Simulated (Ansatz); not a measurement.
Two isomers of C3H7FSn: A = `C=C[CH2][SnH2][F]`, B = `F[CH]1C[CH2][SnH2]1`.

Gas-phase electronic energies from Ansatz, PBE0-D4/def2-TZVP geometries. CBS: MP2 limit from def2 TZ/QZ plus the TZ coupled-cluster correction, frozen cores. DFT in def2-TZVPP. B3LYP here is the variant with VWN-RPA as its local correlation; programs differ in this. def2 core potentials past Kr. For Sn outer-core shells are correlated without core-valence functions, which leaves a few kJ/mol of doubt a bond. Each species was taken in one conformer, which may not be the lowest.

(1) Which isomer does CCSD(T)/CBS put lower? Give the gap. (An estimate is asked.)

(2) Give E(B) − E(A) in kJ/mol with B2PLYP, B3LYP-D4, HF/def2-TZVPP, PBE0-D4, ωB97M-V, CCSD/def2-TZVPP, r2SCAN-D4. (Estimate.)

Largest T1 diagnostic: 0.013.

Results:

(1) The calculation gave: A, by 140.3 kJ/mol.

(2) Computed: B2PLYP 147.5, B3LYP-D4 148.7, HF/def2-TZVPP 171.6, PBE0-D4 122.3, ωB97M-V 134.5, CCSD/def2-TZVPP 137.7, r2SCAN-D4 136.0. None reverses the order clearly.

In def2-TZVPP, CCSD(T) changes the Hartree–Fock value by −36.8 kJ/mol (the triples alone add −2.9 kJ/mol) and MP2 by −37.2 kJ/mol.
